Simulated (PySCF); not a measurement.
Structure from NMR data

The spectra below were simulated for a compound C4H2F2O2.

¹H NMR (400 MHz, computed): δ 5.67 (m, 2H).

¹³C{¹H} NMR (computed): δ 150.8 (C, 2C), 134.2 (CH, 2C).

Calculated, not measured (PySCF 2.14): geometry: GFN2-xTB, GIAO PBE0/pcSseg-1 shieldings. Isolated molecule, non-relativistic Hamiltonian, equivalent nuclei averaged, one computed conformer.

Scale: TMS for ¹H (σref 31.72), ¹³C (σref 186.93) (reference shieldings calculated alike).

Task: Which candidate is it?
A. FC1=COC=C(F)O1
B. FC1=COC(F)=CO1
C. O=c1cc1OC(F)F
D. FC1=C(F)OC=CO1

Result: D. 

1. The formula gives 3 degrees of unsaturation (1 ring in the answer).
2. 2 carbon signals for 4 carbons: some carbons are equivalent by symmetry or fast rotation.
3. Carbon types of the structure: 2 × C, 2 × CH, which accounts for all hydrogens.
4. δC 150.8, 134.2: alkene carbon bearing oxygen.
5. δH 5.67: hydrogen on an alkene carbon bearing oxygen; attached to an sp2 carbon and in the plane of the double bond.

The others: FC1=COC(F)=CO1 has carbons computed at 166.3, 114.1; O=c1cc1OC(F)F would give 4 carbon signals, not 2; FC1=COC=C(F)O1 has carbons computed at 165.1, 114.8.

Splittings by ¹⁹F in the carbon and heteronuclear signals aren't shown, as no couplings were computed. Shifts are as computed. Against solution values, carbons near 30 ppm lie about +3 ppm off and those near 130 ppm about +5 ppm. Of 1211 compounds with measured shifts, 218 miss one by over three times the rms of a fit or turn the order of signals round; such compounds aren't used in these exercises.
